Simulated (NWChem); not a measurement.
System: Zn

The following NWChem deck was run.

```
start job
memory heap 200 mb stack 900 mb global 1100 mb
geometry units angstroms noautosym nocenter noautoz
  Zn     0.000000     0.000000     0.000000
end
basis spherical
  Zn library pcsseg-1
end
dft
  xc kt2
  iterations 150
end
property
  shielding
  efieldgrad
end
task dft property
```

GIAO values for the isolated, static molecule; σ is the absolute isotropic shielding.

Atoms are numbered as in the input.

Task: Predict the main results of this run. (KT2/pcSseg-1, GIAO.) Quantities: σ Zn1 (ppm).

Result: 
| Quantity | Value |
|---|---|
| σ Zn1 (ppm) | 2525.0 |
